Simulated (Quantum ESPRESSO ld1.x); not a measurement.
Q: The mean radii <r> (bohr) of the occupied orbitals of an atom or ion are listed with their occupations. Method: scalar-relativistic Kohn-Sham, LDA (Slater exchange, VWN5 correlation), spin-polarised, spherical densities, point nucleus; computed with ld1.x of Quantum ESPRESSO 7.5.

| orbital | occ. | <r> |
|---|---|---|
| 1s up | 1 | 0.1039 |
| 1s down | 1 | 0.1039 |
| 2s up | 1 | 0.5220 |
| 2s down | 1 | 0.5216 |
| 2p up | 3 | 0.4862 |
| 2p down | 3 | 0.4856 |
| 3s up | 1 | 1.812 |
| 3s down | 1 | 1.828 |
| 3p up | 2 | 2.112 |

Name the element and its charge. Open shells, if any, are filled with parallel spins first.

A: Z = 15, phosphorus, charge +1: P+ in [Ne] 3s2 3p2. The 1s radius gives Z: for a bare nucleus <r> = (2 gamma + 1)/(2Z) with gamma = sqrt(1 - (Z/c)^2), 0.0996 bohr for Z = 15, and screening makes it slightly larger (0.1039 here). The occupations add up to 14, and the charge is Z minus that.
